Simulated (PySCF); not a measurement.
Compound: AsAsAsSb tetrahedron, SbAs3.
Bonds: As1–As2, As1–As3, As1–Sb4, As2–As3, As2–Sb4, As3–Sb4.

A linear-response calculation (PySCF, def2-SVPD basis, gas phase, vertical, core orbitals frozen in the response) gave these numbers; the functional is withheld.

Orbital energies (eV): HOMO-3 -9.22, HOMO-2 -9.22, HOMO-1 -8.32, HOMO -8.30, LUMO 0.14, LUMO+1 0.15, LUMO+2 0.57.

| state | E (eV) | f | main configurations (H = HOMO, L = LUMO) |
| --- | --- | --- | --- |
| S1 | 3.90 | 0.0000 | H→L/L+1 (52%), H-1→L/L+1 (45%) |
| S2 | 4.08 | 0.0000 | H-1→L/L+1 (≥42%), H→L/L+1 (≥35%), H→L+3 (12%) |
| S3 | 4.09 | 0.0000 | H→L/L+1 (≥40%), H-1→L/L+1 (≥37%), H-1→L+3 (11%) |
| S4 | 4.49 | 0.0015 | H-1→L+3 (40%), H→L+2 (22%), H→L+5 (15%) |
| S5 | 4.50 | 0.0009 | H→L+3 (41%), H→L+4 (20%), H-1→L+5 (14%) |
| S6 | 4.57 | 0.011 | H→L+2 (67%), H-1→L+3 (26%) |
| S7 | 4.58 | 0.011 | H-1→L+2 (72%), H→L+3 (21%) |

Triplets (Tamm–Dancoff): T1 3.30 eV, H→L/L+1 (≥47%), H-1→L/L+1 (≥41%); T2 3.52 eV, H-1→L/L+1 (≥44%), H→L/L+1 (≥37%); T3 3.52 eV, H→L/L+1 (≥42%), H-1→L/L+1 (≥38%).

Vertical ionisation energy by ΔSCF with the same functional: 8.47 eV. Mean static polarisability: 130.5 au.

Orbitals of the list HOMO-3 to LUMO+2 that lie within 0.01 eV of each other are written together with a slash and their weights summed (≥ marks a lower bound); for degenerate orbitals outside that list single weights are arbitrary.

Question: Which of these was used?
A. wB97X-D
B. PBE0
C. PBE
D. HF

Answer: A. wB97X-D is range-separated, 22% exact exchange at short range and 100% at long range (ω = 0.2 bohr⁻¹). In this run −ε(HOMO) = 8.30 eV differs from the ΔSCF value by -0.17 eV, and S1 differs from the orbital gap of 8.45 eV by -4.55 eV. The ratio −ε(HOMO)/IP is 0.98. Small neutral molecules mostly give 0.89 to 0.99 with wB97X-D, 0.5 to 0.7 with PBE, 0.7 to 0.83 with PBE0; with Hartree–Fock the ratio is 1 or more (Koopmans' value less the relaxation energy is the ΔSCF value). The other options: PBE, a GGA without exact exchange; HF, time-dependent Hartree–Fock, 100% exact exchange; PBE0, a global hybrid with 25% exact exchange.

Computed with TDDFT wB97X-D/def2-SVPD, vertical, gas phase, core orbitals frozen in the response, def2 core potentials past Kr (PySCF). Isolated species at its PBE0-D3(BJ)/def2-SVP geometry, gas phase. Spin–orbit coupling is left out.

Hardware: one thread, Arm Neoverse V1 (aarch64) (shared host). Cost: 1.9 min wall (with the writing of density and orbital grids), 0.71 GiB resident at most.
